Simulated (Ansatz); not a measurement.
Geometry optimisation, RKS PBE/6-31G* in Ansatz.

input.yaml

```yaml
crystal:
  periodic: [false, false, false]
  atoms:
    - { symbol: "N", position_ang: [-1.0444, 1.2236, 0.3081] }
    - { symbol: C, position_ang: [-0.3063, 0.0712, -0.0332] }
    - { symbol: Si, position_ang: [1.5683, 0.2444, -0.1669] }
    - { symbol: C, position_ang: [-0.7555, -1.2902, 0.2985] }
    - { symbol: O, position_ang: [-0.9154, -0.7624, -1.0408] }
    - { symbol: H, position_ang: [-0.9243, 2.0084, -0.4054] }
    - { symbol: H, position_ang: [-2.0574, 1.0502, 0.1982] }
    - { symbol: H, position_ang: [2.22487, 0.63673, 1.12754] }
    - { symbol: H, position_ang: [1.9436, 1.35471, -1.18886] }
    - { symbol: H, position_ang: [2.20783, -0.99567, -0.63845] }
    - { symbol: H, position_ang: [-1.7563, -1.3807, 0.8957] }
    - { symbol: H, position_ang: [-0.1315, -2.1241, 0.4684] }
basis:
  gaussian: { orbitals: "6-31G*" }
hamiltonian:
  xc: pbe
relax:
  f_tol: 0.015
  max_steps: 40
output:
  orbitals: {}
```

Launched with:

```bash
$ ansatz run input.yaml --threads 2 --pin off --max-ram 3072MiB --backend cpu --events-out ev --progress --plain --runs-dir out
```

Task: Where does it end, and by what steps?

Result: It converged. After 7 steps the energy has fallen by 0.336 eV; H7 moved furthest, 0.20 Å.

```csv
step,energy less start (eV),largest force component (eV/Å),accepted
0,0.0000,3.650,yes
1,-0.2923,1.092,yes
2,-0.3279,0.258,yes
3,-0.3051,0.714,no
4,-0.3345,0.082,yes
5,-0.3355,0.049,yes
6,-0.3355,0.058,yes
7,-0.3356,0.005,yes
```

```xyz
12
Properties=species:S:1:pos:R:3
N -1.010 1.225 0.314
C -0.280 0.057 -0.047
Si 1.603 0.287 -0.185
C -0.832 -1.276 0.274
O -0.832 -0.845 -1.096
H -0.896 1.960 -0.393
H -2.015 1.029 0.394
H 2.205 0.731 1.115
H 1.889 1.334 -1.224
H 2.215 -1.014 -0.603
H -1.822 -1.330 0.755
H -0.170 -2.121 0.519
```

Time of the run: 33 s on 2 threads of Arm Neoverse N1, on a shared host, peak memory 0.19 GiB.
